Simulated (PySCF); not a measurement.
C₃H₉AsSi.
Z-matrix (Å and degrees, PBE0-D3(BJ)/def2-SVP geometry), rows numbered from 1:
```
C 
C   1  1.3353
C   2  1.4927  1  125.66
Si  3  1.8987  2  111.89  1   104.28
As  4  2.3740  3  108.84  2    52.14
H   1  1.0950  2  121.55  3     2.05
H   1  1.0927  2  121.28  3  -178.10
H   2  1.0984  1  118.42  3   177.88
H   3  1.1028  2  111.29  1   -16.29
H   3  1.1037  2  110.99  1  -135.95
H   4  1.4976  3  109.83  2   169.74
H   4  1.4953  3  109.62  2   -70.90
H   5  1.5255  4   92.19  3   -82.09
H   5  1.5256  4   92.11  3  -174.65
```

All values: PBE0/def2-SVPD (PySCF, non-relativistic), on one gas-phase PBE0-D3(BJ)/def2-SVP geometry that isn't relaxed in the solvent. The solvent is an IEF-PCM continuum (van der Waals radii × 1.2). Specific hydrogen bonds and non-electrostatic terms are outside this model. Spin–orbit coupling is left out although an atom past zinc is present.

Gas phase at PBE0/def2-SVPD: HOMO -7.25 eV, LUMO -0.11 eV, dipole 0.62 D.

Task: What does the continuum do to the energy, the frontier levels and the dipole at PBE0/def2-SVPD in benzene and acetonitrile?

Result: 
```tsv
solvent	ε	E(solvent) − E(gas) (kcal/mol)	polarisation term (kcal/mol)	distortion of the solute (kcal/mol)	HOMO (eV)	LUMO (eV)	dipole (D)
benzene	2.271	-0.92	-0.96	0.04	-7.18	-0.03	0.68
acetonitrile	35.69	-2.11	-2.36	0.25	-7.15	0.01	0.77
```

The polarisation term is half the interaction of the solute with the surface charges that it induces; the rest is the cost of distorting the solute's density. The sum is the electrostatic part of solvation alone. From benzene to acetonitrile the lowering changes by a factor 2.30, Onsager's factor (ε − 1)/(2ε + 1) by 2.09 and ε itself by 15.7.

Task: How does the static polarisability (PBE0/def2-SVPD, frozen core, with the continuum's full static response) change?

Result: 
```
      medium  isotropic (au)  principal values (au)  ⟨r²⟩ of the electrons (bohr²)
         gas           100.7      83.0, 99.2, 120.0                         1190.4
     benzene           118.1     97.7, 117.1, 139.5                         1190.6
acetonitrile           146.0    124.9, 145.8, 167.5                         1190.7
```

The isotropic value in acetonitrile is 1.45 times the gas-phase one; no cavity-field correction is applied. ⟨r²⟩ is taken about the centre of nuclear charge.

The run took about 60 s of CPU time (one thread, shared machine). This is the whole response run at PBE0/def2-SVPD in acetonitrile, SCF included.
